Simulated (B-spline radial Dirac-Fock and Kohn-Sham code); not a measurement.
## What relativity does to the binding energies of Ir⁴⁹⁺

System: the Ir⁴⁹⁺ ion, configuration [Ar] 3d10.

Both columns are ΔSCF binding energies of the configuration average from a B-spline atomic structure program: non-relativistic Hartree-Fock with a point nucleus, and Dirac-Fock with a finite nucleus and the Coulomb interaction alone, averaged over the two j levels with weights 2j+1.

```csv
shell,Hartree-Fock (eV),Dirac-Fock (eV),shift (eV),shift (%)
1s,72389.3,79204.6,+6815.33,+9.41
2s,14253.5,16107.2,+1853.61,+13.00
2p,13780.3,14428.3,+648.01,+4.70
3s,5166.8,5669.3,+502.54,+9.73
3p,4951.3,5160.4,+209.14,+4.22
3d,4564.5,4576.2,+11.71,+0.26
```

Relativity binds 1s, 2s, 2p, 3s, 3p, 3d more strongly, among those listed most of all 2s in relative terms.

Values without a named source are computed, but for edge energies of neutral atoms, which are taken from tables.
